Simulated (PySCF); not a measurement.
Compound: C₃H₆BClS.
SMILES with atom numbers: `[CH2:1]=[C:2]([Cl:3])[BH:4][S:5][CH3:6]` (hydrogens: H7, H8 on C1; H9 on B4; H10, H11, H12 on C6)

A GFN2-xTB structure with every atom displaced at random (by about 0.01 Å) was refined with PBE0-D3(BJ)/def2-SVP geometry optimisation, gas phase in PySCF 2.14.0. Values at the start:

| coordinate | start |
| --- | --- |
| C1=C2 | 1.367 Å |
| C1–H7 | 1.071 Å |
| C1–H8 | 1.048 Å |
| C2–Cl3 | 1.749 Å |
| C2–B4 | 1.513 Å |
| B4–S5 | 1.780 Å |
| B4–H9 | 1.189 Å |
| S5–C6 | 1.833 Å |
| C6–H10 | 1.093 Å |
| C1–C2–Cl3 | 117.5° |
| C1–C2–B4 | 126.7° |
| C2–B4–S5 | 119.8° |
| Cl3–C2–B4 | 115.8° |
| B4–S5–C6 | 103.3° |
| C1–C2–B4–S5 | 2° |
| C2–B4–S5–C6 | 180° |

Q: How do these coordinates change at the PBE0-D3(BJ)/def2-SVP level?

A: 
```json
{"coordinate": "C2–B4", "PBE0-D3(BJ)/def2-SVP (Å or °)": "1.559", "change": "+0.046"}
{"coordinate": "C1–H8", "PBE0-D3(BJ)/def2-SVP (Å or °)": "1.093", "change": "+0.045"}
{"coordinate": "C1=C2", "PBE0-D3(BJ)/def2-SVP (Å or °)": "1.340", "change": "-0.027"}
{"coordinate": "C1–H7", "PBE0-D3(BJ)/def2-SVP (Å or °)": "1.093", "change": "+0.022"}
{"coordinate": "B4–H9", "PBE0-D3(BJ)/def2-SVP (Å or °)": "1.206", "change": "+0.017"}
{"coordinate": "S5–C6", "PBE0-D3(BJ)/def2-SVP (Å or °)": "1.817", "change": "-0.016"}
{"coordinate": "B4–S5", "PBE0-D3(BJ)/def2-SVP (Å or °)": "1.772", "change": "-0.008"}
{"coordinate": "C6–H10", "PBE0-D3(BJ)/def2-SVP (Å or °)": "1.098", "change": "+0.005"}
{"coordinate": "C2–Cl3", "PBE0-D3(BJ)/def2-SVP (Å or °)": "1.750", "change": "+0.001"}
{"coordinate": "C1–C2–Cl3", "PBE0-D3(BJ)/def2-SVP (Å or °)": "119.4", "change": "+1.9"}
{"coordinate": "C2–B4–S5", "PBE0-D3(BJ)/def2-SVP (Å or °)": "118.5", "change": "-1.3"}
{"coordinate": "Cl3–C2–B4", "PBE0-D3(BJ)/def2-SVP (Å or °)": "114.9", "change": "-0.9"}
{"coordinate": "C1–C2–B4", "PBE0-D3(BJ)/def2-SVP (Å or °)": "125.7", "change": "-1.0"}
{"coordinate": "B4–S5–C6", "PBE0-D3(BJ)/def2-SVP (Å or °)": "103.9", "change": "+0.6"}
{"coordinate": "C1–C2–B4–S5", "PBE0-D3(BJ)/def2-SVP (Å or °)": "30", "change": "+28"}
{"coordinate": "C2–B4–S5–C6", "PBE0-D3(BJ)/def2-SVP (Å or °)": "-175", "change": "+5"}
```

The energy falls by 12.9 kJ/mol over 11 energy and gradient evaluations, the largest force component goes from 0.0473 to 2.1e-04 Eh/bohr, and the atoms move by 0.292 Å rms after alignment. Among the bonds, C2–B4 and C1–H8 change most and about equally (+0.045 to +0.046 Å). Bonds longer at the end by more than 0.005 Å: 6 of 11; shorter: 3. Among the dihedrals that turn most is C1–C2–B4–H9, from 180° to -151°. Rotational constants go from 5823, 1000, 858.2 to 5743, 996.4, 868.6 MHz.

The run used 122 basis functions and 79 SCF cycles in all. The run took 67 s of wall time on one thread, Intel Xeon Platinum 8375C at 2.90 GHz (x86_64), shared host, and the process peaked at 0.52 GiB of memory.

No frequency check. The numbers are those of one conformer.
